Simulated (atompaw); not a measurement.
**Plane-wave convergence, PAW (atompaw) potential for Ge (Z = 32)**

atompaw 4.2.0.5 input, output lines left out:

```
Ge 32
GGA-PBESOL scalarrelativistic loggrid 1500 logderivrange -3 5 201
4 4 3 0 0 0
4 1 1.5
0 0 0
c
c
c
v
c
c
v
c
1
2.10 1.55 1.70 1.60
y
-0.3
n
y
0.95
n
bloechl sinc
bessel
```

The pseudo-atom Hamiltonian at the reference potential is diagonalised in spherical Bessel functions j_l(qr) that vanish at 20 bohr, with q² up to the cutoff. All-electron valence levels (Ry): 4s -1.1483, 4p -0.5434.

How do the lowest levels (Ry) of each channel move with the cutoff, and are there ghosts?

```json
{"cutoff (Ry)": "8", "s #1": "-1.1454", "s #2": "-0.1643", "p #1": "-0.5429", "d #1": "-0.0622", "f #1": "0.0329", "Σ f·Δε (mRy)": "6.6"}
{"cutoff (Ry)": "10", "s #1": "-1.1468", "s #2": "-0.1644", "p #1": "-0.5430", "d #1": "-0.0627", "f #1": "0.0329", "Σ f·Δε (mRy)": "3.7"}
{"cutoff (Ry)": "12", "s #1": "-1.1477", "s #2": "-0.1645", "p #1": "-0.5430", "d #1": "-0.0629", "f #1": "0.0329", "Σ f·Δε (mRy)": "1.9"}
{"cutoff (Ry)": "15", "s #1": "-1.1481", "s #2": "-0.1646", "p #1": "-0.5432", "d #1": "-0.0630", "f #1": "0.0329", "Σ f·Δε (mRy)": "0.8"}
{"cutoff (Ry)": "18", "s #1": "-1.1483", "s #2": "-0.1646", "p #1": "-0.5433", "d #1": "-0.0630", "f #1": "0.0329", "Σ f·Δε (mRy)": "0.2"}
{"cutoff (Ry)": "21", "s #1": "-1.1483", "s #2": "-0.1646", "p #1": "-0.5433", "d #1": "-0.0630", "f #1": "0.0329", "Σ f·Δε (mRy)": "0.1"}
{"cutoff (Ry)": "400", "s #1": "-1.1483", "s #2": "-0.5829", "p #1": "-0.5434", "d #1": "-0.0630", "f #1": "0.0329", "Σ f·Δε (mRy)": "0.0"}
```

Result: no extra level below or beside the all-electron valence levels (s, p, d, f tested); 10 mRy is reached at 8 Ry and 1 mRy at 15 Ry.
